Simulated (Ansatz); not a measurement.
CH6AlGaOSe (`[CH3][Al]([OH])[Se][GaH2]`). Total charge 0; spin multiplicity 1.

```
atom    x (Å)    y (Å)    z (Å)
  C1  -0.0926  -0.2840   2.3306
 Al2  -0.2711   0.2759   0.4874
  O3   0.5626  -0.6035  -0.7909
 Se4  -1.3072   1.8588  -0.7365
 Ga5  -0.0959   0.5492  -2.4226
  H6   0.9555  -0.2821   2.6441
  H7  -0.4743  -1.2996   2.4717
  H8  -0.6453   0.3780   3.0005
  H9   1.1394  -1.3669  -0.7976
 H10   1.2177   1.2222  -2.9491
 H11  -0.9888  -0.4479  -3.2376
```

**Question.** What are the harmonic wavenumbers in cm⁻¹ at PBE0-D4/def2-TZVP (Ansatz, finite differences of forces, unscaled)? (Best estimate.)

**Answer.** Computed: 50, 54, 123, 188, 208, 220, 231, 329, 385, 431, 463, 606, 653, 657, 698, 733, 761, 805, 1222, 1437, 1442, 1969, 1970, 3045, 3123, 3140, 3930.

**Question.** Is this a minimum?

**Answer.** Yes, all 27 modes are real.

**Question.** Give the ideal-gas thermochemistry at 298.15 K and 1 bar (rigid rotor, harmonic oscillator; point group Cs, symmetry number 1).

**Answer.** Zero-point energy 172.7 kJ/mol; H(298) − E = 199.9 kJ/mol; entropy 410.9 J/(mol·K), of which translation 175.5, rotation 123.1, vibration 112.3; G(298) − E = 77.4 kJ/mol. Modes under 100 cm⁻¹ are hindered rotations or soft bends, so the harmonic entropy is rough.
